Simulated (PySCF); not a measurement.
**J couplings in C5H8BF3O2**

Cartesian coordinates in Å; atom numbers follow the order of the lines, from 1:
```xyz
19

F     3.749   -0.411   -0.390
C     2.583   -0.594    0.242
F     2.377   -1.903    0.332
F     2.729   -0.122    1.490
C     1.479    0.134   -0.484
C     0.129    0.084    0.208
C    -0.869    1.052   -0.410
C    -2.237    0.841    0.208
O    -2.636   -0.510    0.131
B    -1.701   -1.493    0.107
O    -0.364   -1.240    0.150
H     1.400   -0.288   -1.497
H     1.808    1.179   -0.577
H     0.274    0.349    1.271
H    -0.921    0.874   -1.498
H    -0.538    2.092   -0.261
H    -2.999    1.449   -0.303
H    -2.229    1.153    1.268
H    -2.067   -2.638    0.037
```

Indirect spin–spin couplings were computed at B3LYP/pcJ-1 (spin–dipole term only in couplings to heteroatoms) (PySCF) on a PBE0-D3(BJ)/def2-SVP structure, for the isolated molecule, without vibrational or relativistic corrections. Couplings are averaged over pairs made equivalent by symmetry, fast rotation or ring inversion, so a value needn't be that of the named pair in this geometry, while other rotamers aren't included; one pair stands for each set, and the list holds a selection of those of at least 0.8 Hz over up to four bonds, among pairs with at least one F or B or H atom (others weren't computed). One-bond C–F couplings come out tens of Hz too large with common functionals.

Isotopes: $^{19}$F, $^{13}$C, $^{11}$B, $^{1}$H, $^{17}$O. Couplings to quadrupolar nuclei such as 17O and 33S are rarely resolved in practice.

| pair | bonds | J (Hz) |
| --- | --- | --- |
| F1, C2 | 1 | -342.9 |
| C5, H12 | 1 | 137.6 |
| C5, H13 | 1 | ? |
| C6, H14 | 1 | 148.9 |
| C7, H15 | 1 | ? |
| C7, H16 | 1 | 134.2 |
| C8, H17 | 1 | 155.5 |
| C8, H18 | 1 | 147.5 |
| B10, H19 | 1 | 191.5 |
| C2, H13 | 2 | -7.1 |
| C8, B10 | 2 | ? |
| O11, H14 | 2 | -5.8 |
| H12, H13 | 2 | ? |
| H17, H18 | 2 | -13.5 |
| F1, C6 | 3 | 2.7 |
| F1, H13 | 3 | ? |
| C2, H14 | 3 | ? |
| C8, H14 | 3 | ? |
| C8, H19 | 3 | ? |
| O11, H12 | 3 | -3.1 |
| O11, H13 | 3 | -9.4 |
| H14, H16 | 3 | 3.3 |
| H16, H17 | 3 | 1.6 |
| B10, H13 | 4 | 0.9 |
| B10, H16 | 4 | -0.9 |
| H14, H19 | 4 | -0.9 |

Estimate the withheld couplings, with signs.

Answers


- $^{1}J$(C5,H13) = 131.0 Hz (bond length 1.100 Å, sp3 carbon)
- $^{1}J$(C7,H15) = 133.6 Hz (bond length 1.104 Å, sp3 carbon)
- $^{2}J$(C8,B10) = -2.2 Hz (angle at O9 120°)
- $^{2}J$(H12,H13) = -15.9 Hz (angle at C5 108°)
- $^{3}J$(F1,H13) = 10.1 Hz (mean over equivalent pairs that range from 1.4 to 25.6 Hz in this conformer)
- $^{3}J$(C2,H14) = 3.7 Hz (dihedral angle 48°)
- $^{3}J$(C8,H14) = 2.9 Hz (dihedral angle 67°)
- $^{3}J$(C8,H19) = 5.8 Hz (dihedral angle 180°)
